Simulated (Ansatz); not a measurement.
Geometry optimisation, Ansatz, RKS PBE0/STO-3G.

input.yaml

```yaml
crystal:
  periodic: [false, false, false]
  atoms:
    - { symbol: C, position_ang: [0.2422, -2.5525, -0.0108] }
    - { symbol: C, position_ang: [0.8252, -1.1946, -0.4407] }
    - { symbol: C, position_ang: [-0.0311, 0.0045, -0.023] }
    - { symbol: O, position_ang: [-0.9806, -0.0689, 0.5995] }
    - { symbol: S, position_ang: [0.7125, 1.5352, -0.4951] }
    - { symbol: Si, position_ang: [-0.6846, 2.9912, 0.2699] }
    - { symbol: H, position_ang: [0.8399, -3.3473, -0.3431] }
    - { symbol: H, position_ang: [-0.7619, -2.6056, -0.4738] }
    - { symbol: H, position_ang: [-1.58897, -0.55911, 1.20751] }
    - { symbol: H, position_ang: [1.8264, -1.1142, 0.0357] }
    - { symbol: H, position_ang: [0.9248, -1.1749, -1.5092] }
    - { symbol: H, position_ang: [-1.985, 2.8012, -0.3663] }
    - { symbol: H, position_ang: [-0.2275, 4.3555, -0.0887] }
    - { symbol: H, position_ang: [-0.8004, 2.8876, 1.7669] }
basis:
  gaussian: { orbitals: STO-3G }
hamiltonian:
  xc: pbe0
relax:
  f_tol: 0.02
  max_steps: 50
```

Launched with:

```bash
$ ansatz run input.yaml --threads 1 --pin off --max-ram 2048MiB --backend cpu --events-out ev --progress --plain --runs-dir out
```

Task: Where does it end, and by what steps?

Result: It converged. Limits of this set-up: minimal basis. After 32 steps the energy has fallen by 9.040 eV; H9 moved furthest, 2.22 Å. The start is strongly strained (largest force component 18 eV/Å), so its close contacts needn't be bonds. Parted: O4–H9. Joined: C1–H9.

```csv
step,energy less start (eV),largest force component (eV/Å),accepted
0,0.0000,18.233,yes
2,-3.0020,2.937,yes
4,-3.8780,2.101,yes
6,-5.3684,4.874,yes
8,-8.0038,2.651,yes
10,-8.8302,0.937,yes
12,-8.9222,1.159,no
14,-9.0014,0.186,yes
16,-9.0098,0.129,yes
18,-9.0278,0.070,yes
20,-9.0328,0.113,yes
22,-9.0364,0.178,yes
24,-9.0379,0.124,yes
26,-9.0388,0.033,yes
28,-9.0393,0.063,yes
30,-9.0397,0.045,yes
32,-9.0399,0.013,yes
```

```xyz
14
Properties=species:S:1:pos:R:3
C -0.076 -2.352 0.011
C 0.714 -1.079 -0.353
C -0.075 0.220 -0.001
O -1.185 0.229 0.566
S 0.790 1.712 -0.495
Si -0.679 3.085 0.219
H 0.510 -3.248 -0.231
H -1.021 -2.392 -0.546
H -0.310 -2.365 1.083
H 1.675 -1.058 0.187
H 0.950 -1.066 -1.429
H -1.944 2.905 -0.453
H -0.171 4.404 -0.076
H -0.867 2.961 1.646
```

The run took 110 s on 1 thread of Arm Neoverse V2, on a shared host, peak memory 0.23 GiB.
